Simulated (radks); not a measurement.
Results of a calculation; reference values are marked as such.
Hf+, configuration [Xe] 4f14 5d1 6s1 6d1 (not the ground configuration).

Level of theory: Dirac Kohn-Sham, OLYP, spin-unpolarised, spherical densities, point nucleus; open shells fill j = l - 1/2 first (a radial shooting solver on a logarithmic mesh with Libxc functionals).

Energy parts (Ry):
total: -30205.1456
kinetic: 33793.9767
electron-nucleus: -75163.3716
Hartree: 11794.2460
exchange-correlation: -629.9968

Orbitals (lengths in bohr, moments of r in powers of bohr; r(90%) holds 90 % of the orbital's charge):
| orbital | occ. | eigenvalue (Ry) | <r^2> | r(90%) | <1/r> |
|---|---|---|---|---|---|
| 1s1/2 | 2 | -4792.752 | 0.0004950 | 0.0345 | 83.84 |
| 2s1/2 | 2 | -820.3726 | 0.007581 | 0.125 | 20.32 |
| 2p1/2 | 2 | -783.5448 | 0.005432 | 0.110 | 20.28 |
| 2p3/2 | 4 | -695.9581 | 0.006638 | 0.120 | 17.23 |
| 3s1/2 | 2 | -187.7163 | 0.04966 | 0.306 | 7.454 |
| 3p1/2 | 2 | -171.4079 | 0.04569 | 0.298 | 7.369 |
| 3p3/2 | 4 | -152.6271 | 0.05235 | 0.318 | 6.582 |
| 3d3/2 | 4 | -125.0836 | 0.04075 | 0.290 | 6.475 |
| 3d5/2 | 6 | -120.9819 | 0.04259 | 0.296 | 6.287 |
| 4s1/2 | 2 | -38.58910 | 0.2475 | 0.673 | 3.126 |
| 4p1/2 | 2 | -31.90909 | 0.2565 | 0.691 | 3.015 |
| 4p3/2 | 4 | -27.60593 | 0.2930 | 0.738 | 2.740 |
| 4d3/2 | 4 | -16.63870 | 0.3239 | 0.794 | 2.522 |
| 4d5/2 | 6 | -15.84957 | 0.3380 | 0.811 | 2.455 |
| 5s1/2 | 2 | -5.89058 | 1.439 | 1.63 | 1.186 |
| 5p1/2 | 2 | -3.98843 | 1.784 | 1.83 | 1.056 |
| 5p3/2 | 4 | -3.40397 | 2.089 | 1.99 | 0.9622 |
| 4f5/2 | 6 | -2.30100 | 0.5705 | 1.13 | 1.941 |
| 4f7/2 | 8 | -2.17163 | 0.5934 | 1.15 | 1.910 |
| 5d3/2 | 1 | -1.03520 | 4.772 | 3.13 | 0.6443 |
| 6s1/2 | 1 | -1.01532 | 10.18 | 4.35 | 0.4230 |
| 5d5/2 | 0 | -0.98818 | 5.068 | 3.23 | 0.6242 |
| 6d3/2 | 1 | -0.26601 | 50.59 | 9.78 | 0.1897 |
| 6d5/2 | 0 | -0.26159 | 52.21 | 9.94 | 0.1872 |

The highest occupied level is 6d3/2 at -3.619 eV. The configuration is held as typed, so some empty levels lie below it. Summed over all electrons, <r^2> = 94.89 bohr^2, which gives a Langevin (diamagnetic) susceptibility term of -75.2 x 10^-6 cm^3/mol. The density falls to 0.001 e/bohr^3 at r = 4.52 bohr.
